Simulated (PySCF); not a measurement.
Coordinates in bohr (charge 0 multiplicity 1):
```
Ba    0.0000    0.0000    0.0000
H     0.0000    0.0000    4.5072
H     0.0000    0.0000   -4.5072
```

All numbers come from PBE0 in PySCF with Ba x2c-TZVPall, H x2c-TZVPall; spin-free X2C, no spin–orbit coupling; density-fitted integrals.

This geometry of BaH2 is a stationary point at this level.

**Question.** What is the point group?

**Answer.** D∞h.

**Question.** Is it a minimum?

**Answer.** No: it has 2 imaginary modes (one degenerate set), at 405i cm⁻¹ (πu).

**Question.** Which band is strongest in the infrared?

**Answer.** 939 cm⁻¹ (σu+), 1936 km/mol.

**Question.** What are the dipole moment and the gap between the highest occupied and lowest empty levels?

**Answer.** 0.00 D and 2.96 eV.

**Question.** Give the atomic charges and bond orders.

**Answer.** 
```
atom  Mulliken  Löwdin  polar tensor  Mayer order to Ba1
 Ba1      0.75    0.64          1.71                   –
H2,3     -0.38   -0.32         -0.86                0.79
```

This need not be the most stable arrangement of these atoms. At this level a singlet minimum of C2v symmetry lies 41 kJ/mol below this structure.
